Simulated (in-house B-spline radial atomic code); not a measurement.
**LC-wPBE excitations of neutral neon**

Method: LC-wPBE. Computed with an all-electron radial atomic-structure program (B-spline basis): linear response of the closed shell [He] 2s2 2p6 with the functional's adiabatic kernel; scalar-relativistic (spin-free one-electron X2C), finite nucleus, no spin-orbit coupling, no double excitations, S, P, D and F terms only. Only terms of natural parity with L up to 3 were computed.

Command:
```bash
python run_td.py task.json out
```
Settings (radii: box in bohr, nucleus in fm):
```
Z                        10
electrons                10
configuration            [He] 2s2 2p6
hamiltonian              x2c
method                   lc_wpbe
box_radius               75
rms_radius               3.0055
intervals                78
```

Time taken, with all properties: 0.5 s on 1 thread of AMD EPYC 9R14 (Zen 4), on a shared host.

The lowest states, in the order of their Tamm-Dancoff energies; the method's threshold (minus the highest occupied level) is 18.766 eV. Labels give the largest channel, * marks a mixed state, and oscillator strengths are full-response dipole values. Semilocal kernels can invert the small singlet-triplet splittings of Rydberg terms. Energies in eV:

```tsv
state	full response	Tamm-Dancoff	oscillator strength
2p → 3s 3P	14.329	14.334	-
2p → 3s 1P	?	?	?
2p → 3p 3S	15.842	15.850	-
2p → 3p 3D	15.961	15.963	-
2p → 3p 1D	16.036	16.037	-
2p → 3p 1S	16.322	16.366	-
2p → 4s 3P	16.972	16.973	-
2p → 4s 1P	17.021	17.023	0.0231
2p → 3d 3P	17.248	17.248	-
2p → 3d 3F	17.258	17.258	-
2p → 3d 1P	17.258	17.259	0.0224
2p → 3d 1F	17.259	17.259	-
2p → 4p 3S	?	?	-
2p → 4p 3D	17.451	17.452	-
2p → 4p 1D	17.476	17.477	-
2p → 4p 1S	17.581	17.597	-
2p → 5s 3P	17.801	17.802	-
2p → 5s 1P	17.821	17.821	0.00855
2p → 4f 3D	17.914	17.914	-
2p → 4f 1D	17.914	17.914	-
2p → 4d 3P	17.915	17.915	-
2p → 4d 3F	17.918	17.918	-
```

Q: Where does 2p → 4p 3S lie?

A: At 17.417 eV in full response, 17.420 eV in Tamm-Dancoff.

Q: Where does 2p → 3s 1P lie?

A: At 14.525 eV in full response, 14.532 eV in Tamm-Dancoff, oscillator strength 0.123.

Q: How large is the singlet-triplet splitting of 2p → 3s (P terms) in Tamm-Dancoff?

A: 0.198 eV, from the unrounded values.

Q: What polarisabilities and dispersion coefficient does the method give?

A: Dipole 2.923 bohr³, quadrupole 9.097 bohr⁵, C6 7.043 hartree·bohr⁶ for two such species. Recommended dipole value: 2.6611 ± 3e-05 bohr³ (Schwerdtfeger and Nagle, table of static dipole polarizabilities (2023 update)), which includes relativity and correlation.
